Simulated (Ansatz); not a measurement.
A series at Si: from `F[SiH2][SiH](F)F`, ligands are replaced one by one, each step taking up H₂ and setting free H–F; n counts the steps. Ansatz, PBE0-D4/def2-TZVP geometries. Each molecule was computed in one conformer, which needn't be the lowest.

CBS adds triple-zeta CCSD(T) − MP2 to the MP2 limit, frozen cores; atoms without spin–orbit coupling. 

```json
{"n": "0", "molecule": "`F[SiH2][SiH](F)F`", "atomization energy, CCSD(T)/CBS (kJ/mol)": "2968.4"}
{"n": "1", "molecule": "`F[SiH](F)[SiH3]`", "atomization energy, CCSD(T)/CBS (kJ/mol)": "?"}
{"n": "2", "molecule": "`F[SiH2][SiH3]`", "atomization energy, CCSD(T)/CBS (kJ/mol)": "2478.3"}
{"n": "3", "molecule": "`[SiH3][SiH3]`", "atomization energy, CCSD(T)/CBS (kJ/mol)": "2246.2"}
```

Question: By hand: fit a straight line y = ȳ + b (n − n̄) to the 3 given rows and predict n = 1.

Answer: n̄ = 1.667, ȳ = 2564.30; Σ(n − n̄)(y − ȳ) = -1126.30, Σ(n − n̄)² = 4.667, so b = -241.33 kJ/mol a step. Prediction: 2564.30 + (-241.33) × (-0.667) = 2725.3 kJ/mol.

Question: By hand: compare with the computed value, 2740.3 kJ/mol, and give the steps along the whole series.

Answer: The line misses by 15.0 kJ/mol (computed minus predicted). Steps: -228.1, -262.0, -232.1 kJ/mol.

The steps differ by up to 33.9 kJ/mol, small against a whole step but well beyond the method's doubt, so the ligands' effects don't simply add. The miss is 2.1 % of the series' range. The energies themselves are unsure by some kJ/mol a bond, though much of that is common to the series.
